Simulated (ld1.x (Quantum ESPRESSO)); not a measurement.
## Ranking ultrasoft potentials for H (Z = 1)

All share these settings but for the change named:

| Quantity | Value |
| --- | --- |
| Element | H |
| Generator | ld1.x (Quantum ESPRESSO) 7.5 |
| Type | ultrasoft |
| Functional | PBE |
| Relativity | scalar-relativistic |
| Frozen core | none |
| Valence charge | 1 |
| Reference configuration | 1s1 |
| Partial waves | 1s (bound): rcut 1.05, rcutus 1.40 bohr; 1s channel at -0.1 Ry: rcut 1.05, rcutus 1.40 bohr; 2p channel at 0.1 Ry: rcut 1.10, rcutus 1.30 bohr; 2p channel at 0.85 Ry: rcut 1.10, rcutus 1.30 bohr |
| Local potential | all-electron potential smoothed inside 1.10 bohr (lloc = -1) |
| Core correction | none |
| Augmentation charge | PSQ, radius 1.10 bohr |

Cutoff: the first of the cutoffs (Ry, on a coarse ladder) from which the occupation-weighted sum of valence levels, in a spherical-Bessel basis at the reference potential, stays within 10 and 1 mRy of its value at 400 Ry; the density cutoff is not measured.

The base gives 12 Ry.

Of 7 variants that were run, those that failed, showed a ghost or another fault, or gave nearly equal values are left out.

A variant can come out equal or close to the base.

Rank these variants from softest to hardest (loose cutoff).
A. type TM; waves now 1s (bound): rc 1.40 bohr; 2p channel at 0.1 Ry: rc 1.30 bohr; local potential all-electron potential smoothed inside 1.10 bohr (lloc = -2)
B. waves 1s (bound): rcut 1.05, rcutus 2.02 bohr; 1s channel at -0.1 Ry: rcut 1.05, rcutus 2.02 bohr
C. all radii scaled by about 1.33 (s 1.86, p 1.72 bohr, rcut 1.40/1.46); local potential all-electron potential smoothed inside 1.46 bohr (lloc = -1); augmentation PSQ, radius 1.46 bohr
D. local potential all-electron potential smoothed inside 1.00 bohr (lloc = -1)

B (8 Ry), C (10 Ry), D (12 Ry), A (18 Ry).
